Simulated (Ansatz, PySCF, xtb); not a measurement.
Lewis adduct: AlH3 (SMILES [AlH3]) (first 4 atoms) with CH4O (SMILES CO); geometry from B3LYP-D3(BJ)/def2-TZVP, rigid monomers moved along the line of their centres of mass till Al1···O6 is 2.78 Å.
(charge 0, multiplicity 1):
```
atom    x (Å)    y (Å)    z (Å)
----  -------  -------  -------
Al    -0.9340  -0.2095   0.6632
H     -1.0040  -1.7970   0.7383
H     -0.1999   0.4980  -0.5624
H     -2.1270   0.5924   1.3606
C      0.7258  -0.0491   4.0622
O      0.9589   0.1987   2.6568
H      1.6723  -0.0080   4.5982
H      0.3086  -1.0503   4.1236
H      0.0151   0.6735   4.4617
H      1.4004   1.0456   2.5207
```

Monomers are frozen at their geometry in the pair; levels with a basis set take the counterpoise correction. Rows marked so take none.

Rows in 6-31G*, STO-3G carry no dispersion term and start afresh at each structure (6-31G* with six Cartesian d functions).

The values were computed with Ansatz (Gaussian basis) for Hartree–Fock, density functionals and correlated methods; PySCF for 6-31G* rows, STO-3G rows, the dispersion terms; xtb for the GFN methods. Each number belongs to the level named beside it.

**Question.** One of these levels gives -15.34 kcal/mol for the interaction energy. Which?
(A) B3LYP/6-31G* (no counterpoise)
(B) PBE-D4/def2-TZVPPD
(C) HF/STO-3G (no counterpoise)
(D) GFN2-xTB

**Answer.** A, B3LYP/6-31G* (no counterpoise). The others give -17.67 (GFN2-xTB), -11.80 (HF/STO-3G (no counterpoise)), -13.35 (PBE-D4/def2-TZVPPD)

Ansatz is a quantum-chemistry and plane-wave program.
